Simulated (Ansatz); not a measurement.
(1) Predict a relaxed structure of the cluster GaN₂⁻ (the lowest singlet isomer of a short search), charge -1, singlet, at r2SCAN-D4/def2-TZVPD (Ansatz).

Answers

(1) 
```xyz
3

Ga    0.854    0.777   -0.743
N    -0.308   -0.857    0.019
N    -0.547    0.081    0.724
```
Point group C2v (tolerance 0.1 Å). This is one stationary point.

The restricted singlet is unstable: a solution with broken spin symmetry lies lower. The highest occupied level of the charge -1 singlet lies above zero (up to 2.18 eV). Its loss leaves the charge 0 doublet, which lies 0.36 eV higher (vertical, at r2SCAN-D4/def2-TZVPD), but this difference is unsure: the doublet is doubtful (geometry relaxed on an unsound state). At r2SCAN-D4/def2-TZVPD a triplet of charge -1 lies 0.13 eV below the restricted singlet, each at its own geometry. The structure comes from a short search, and lower isomers may exist.
